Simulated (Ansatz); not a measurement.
Cost and result for the atomization energy of C₃H₁₀AlN (15 atoms, 15 bonds).

```json
{"atom": "C1", "x (Å)": "-0.0152", "y (Å)": "-2.2053", "z (Å)": "0.5790"}
{"atom": "Al2", "x (Å)": "0.8834", "y (Å)": "-0.4855", "z (Å)": "0.8630"}
{"atom": "C3", "x (Å)": "0.0591", "y (Å)": "1.1621", "z (Å)": "0.1918"}
{"atom": "C4", "x (Å)": "-1.3260", "y (Å)": "1.3190", "z (Å)": "-0.3753"}
{"atom": "N5", "x (Å)": "1.0378", "y (Å)": "0.5771", "z (Å)": "-0.8291"}
{"atom": "H6", "x (Å)": "-0.8253", "y (Å)": "-2.1426", "z (Å)": "-0.1541"}
{"atom": "H7", "x (Å)": "0.6831", "y (Å)": "-2.9745", "z (Å)": "0.2348"}
{"atom": "H8", "x (Å)": "-0.4564", "y (Å)": "-2.5757", "z (Å)": "1.5103"}
{"atom": "H9", "x (Å)": "2.2139", "y (Å)": "-0.3358", "z (Å)": "1.7264"}
{"atom": "H10", "x (Å)": "0.4647", "y (Å)": "2.1139", "z (Å)": "0.5345"}
{"atom": "H11", "x (Å)": "-1.3692", "y (Å)": "2.0236", "z (Å)": "-1.2178"}
{"atom": "H12", "x (Å)": "-2.0017", "y (Å)": "1.6898", "z (Å)": "0.3988"}
{"atom": "H13", "x (Å)": "-1.7366", "y (Å)": "0.3633", "z (Å)": "-0.7172"}
{"atom": "H14", "x (Å)": "1.8098", "y (Å)": "1.1863", "z (Å)": "-1.0630"}
{"atom": "H15", "x (Å)": "0.5786", "y (Å)": "0.2843", "z (Å)": "-1.6823"}
```

Total charge 0; spin multiplicity 1. The bonds changed during the relaxation, so this is another structure than the one it started from. The structure was optimised at the PBE0-D4/def2-TZVP level. It is one conformer, not always the lowest. Program: Ansatz. All runs use 4 threads of an Intel Xeon on a shared host. Times are those of one run each, without the atoms' runs, and a repeat can differ threefold. Electronic energies, without spin–orbit coupling; frozen cores. CCSD(T)/CBS adds CCSD(T) − MP2 in def2-TZVPP to the MP2 limit, and its time is that of the two runs behind it. T1 = 0.010. B3LYP takes the VWN-RPA correlation (the form of Gaussian; ORCA's B3LYP/G).

CCSD(T)/CBS is a level of theory with its own doubt, some kJ/mol a heavy atom from the limit and from the frozen cores, so smaller differences don't rank the functionals.

```json
{"level": "PBE-D4/def2-TZVPP (with forces)", "functions": "306", "wall time": "2.7 s", "atomization (kcal/mol)": "1307.0", "difference from CCSD(T)/CBS": "17.8", "per bond": "1.2"}
{"level": "PBE0-D4/def2-TZVPP", "functions": "306", "wall time": "3 s", "atomization (kcal/mol)": "1291.6", "difference from CCSD(T)/CBS": "2.4", "per bond": "0.2"}
{"level": "r2SCAN-D4/def2-TZVPP (with forces)", "functions": "306", "wall time": "4.2 s", "atomization (kcal/mol)": "1290.4", "difference from CCSD(T)/CBS": "1.2", "per bond": "0.1"}
{"level": "B3LYP-D4/def2-TZVPP (with forces)", "functions": "306", "wall time": "4.8 s", "atomization (kcal/mol)": "1291.1", "difference from CCSD(T)/CBS": "1.9", "per bond": "0.1"}
{"level": "B2PLYP/def2-TZVPP", "functions": "306", "wall time": "6 s", "atomization (kcal/mol)": "1275.6", "difference from CCSD(T)/CBS": "-13.6", "per bond": "-0.9"}
{"level": "ωB97X-V/def2-TZVPP", "functions": "306", "wall time": "7.5 s", "atomization (kcal/mol)": "1293.1", "difference from CCSD(T)/CBS": "3.9", "per bond": "0.3"}
{"level": "ωB97M-V/def2-TZVPP (with forces)", "functions": "306", "wall time": "11 s", "atomization (kcal/mol)": "1294.0", "difference from CCSD(T)/CBS": "4.8", "per bond": "0.3"}
{"level": "MP2/def2-QZVPP", "functions": "598", "wall time": "26 s", "atomization (kcal/mol)": "1285.0", "difference from CCSD(T)/CBS": "-4.2", "per bond": "-0.3"}
{"level": "CCSD(T)/def2-TZVPP", "functions": "306", "wall time": "6.6 min", "atomization (kcal/mol)": "1258.5", "difference from CCSD(T)/CBS": "-30.7", "per bond": "-2.1"}
{"level": "CCSD(T)/CBS(def2)", "functions": "–", "wall time": "7 min", "atomization (kcal/mol)": "1289.2", "difference from CCSD(T)/CBS": "0.0", "per bond": "0.0"}
```

From PBE to PBE0 (25 % exact exchange), in def2-TZVPP and without D4, the atomization energy moves by −14.4 kcal/mol: exact exchange takes away binding that semilocal exchange gives to molecules. In def2-TZVPP, CCSD(T) changes the Hartree–Fock value by +308.4 kcal/mol (the triples alone add +15.5 kcal/mol) and MP2 by +316.7 kcal/mol; breaking electron pairs costs correlation energy, which Hartree–Fock lacks. The D4 term adds +10.7 kcal/mol with B3LYP and +5.7 kcal/mol with PBE0; it sums over pairs of atoms, weighted by their polarisabilities, and B3LYP, whose exchange is more repulsive, gets the larger term.
